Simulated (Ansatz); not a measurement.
Ansatz results at the PBE0-D4/def2-TZVP geometry: HOMO energy (B3LYP/def2-TZVPP) -7.81 eV; HOMO energy (PBE0/def2-TZVPP) -8.02 eV; LUMO energy (PBE0/def2-TZVPP) -2.23 eV.

Each molecule was computed in one conformer, which needn't be the lowest.

Q: Which molecule gave them?
A. `O=C=CS`
B. `C=[N][SbH][OH]`
C. `[SiH3]C1=[CH][GaH][CH2]1`
D. `ClB(Cl)[SiH2][GeH3]`

A: D. The others give `C=[N][SbH][OH]`: -6.66, -6.87, -0.91; `O=C=CS`: -7.01, -7.23, -1.43; `[SiH3]C1=[CH][GaH][CH2]1`: -7.00, -7.18, -1.64.

B3LYP here is the variant with VWN-RPA as its local correlation; programs differ in this.
